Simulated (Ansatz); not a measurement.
A run for Ansatz (a first-principles code): R-CCSD(T)/aug-cc-pVDZ on CH4F3N (a complex), monomers drawn apart or pushed together.

Ansatz 0.2 input:
```yaml
crystal:
  periodic: [false, false, false]
  atoms:
    - {symbol: N, position_ang: [-0.07332316, -0.09997725, 0.02944916]}
    - {symbol: H, position_ang: [0.71954927, -0.60629838, -0.34933041]}
    - {symbol: H, position_ang: [-0.91135449, -0.58099922, -0.27843413]}
    - {symbol: H, position_ang: [-0.07790056, 0.81735182, -0.40294962]}
    - {symbol: F, position_ang: [1.27627291, 0.46567406, 3.56512662]}
    - {symbol: C, position_ang: [0.05319457, 0.08833717, 3.14921569]}
    - {symbol: F, position_ang: [-0.83649609, 0.98514849, 3.61343416]}
    - {symbol: F, position_ang: [-0.22646179, -1.10151380, 3.71258132]}
    - {symbol: H, position_ang: [0.01245561, 0.02460755, 2.05978106]}
basis:
  gaussian:
    orbitals: aug-cc-pVDZ
magnetization: {spin_polarized: false}
correlation: {method: ccsd_t, electrons: outside_noble_gas}
scf: {lower_state_search: off}
```

Output:

```
WARN ansatz: RAYON_NUM_THREADS=1 ignored (pool sized by the plan → 1); use --threads N
Functional definition: HF
these checks for a lower state are left out or cut short: stability, starts, cluster_reference, orbital_swaps, neighbouring_geometries, increment
integrals: 0.41 GiB planned
1429 factors; integrals over basis functions are off by at most 7.7e-4 eV
mean field: 0.47 GiB planned
mean field evaluation 1: about -10690.2457 eV, gradient 4.7e1 eV
mean field evaluation 2: about -10690.3134 eV, gradient 4.8e1 eV
mean field evaluation 4: about -10694.6591 eV, gradient 3.3e0 eV
mean field evaluation 8: about -10694.7026 eV, gradient 2.5e-1 eV
mean field -10694.70291698 eV, -393.0230830692 hartree, gradient 2.0e-6 eV, S^2 0.000000; 0 other end points of the search recorded, 0 dependent functions left out
5 core orbitals not correlated
reference -10694.70291698 eV, -393.0230830692 hartree; 17, 17 occupied and 129, 129 virtual orbitals, 1429 factors
second order -25.85752578 eV of doubles, -0.00000000 eV of singles
coupled cluster: 1.39 GiB planned
cycle   1  -25.89310243 eV  change   -3.6e-2 eV  update   1.1e-1
cycle   2  -26.45233991 eV  change   -5.6e-1 eV  update   3.0e-2
cycle   3  -26.58810939 eV  change   -1.4e-1 eV  update   1.5e-2
cycle   4  -26.57972194 eV  change    8.4e-3 eV  update   3.0e-3
cycle   5  -26.57721541 eV  change    2.5e-3 eV  update   1.3e-3
cycle   6  -26.57800225 eV  change   -7.9e-4 eV  update   3.7e-4
cycle   7  -26.57791131 eV  change    9.1e-5 eV  update   1.3e-4
cycle   8  -26.57780541 eV  change    1.1e-4 eV  update   4.0e-5
cycle   9  -26.57780630 eV  change   -8.9e-7 eV  update   1.5e-5
perturbative correction -0.70541845 eV, -0.0259236500 hartree
Total energy: -10721.98614173 eV, -394.0257230855 hartree
Checks for a lower state left out: stability, starts, cluster_reference, orbital_swaps, neighbouring_geometries, increment
```

Self-consistency was reached.

Cost: roughly 80 core-seconds.
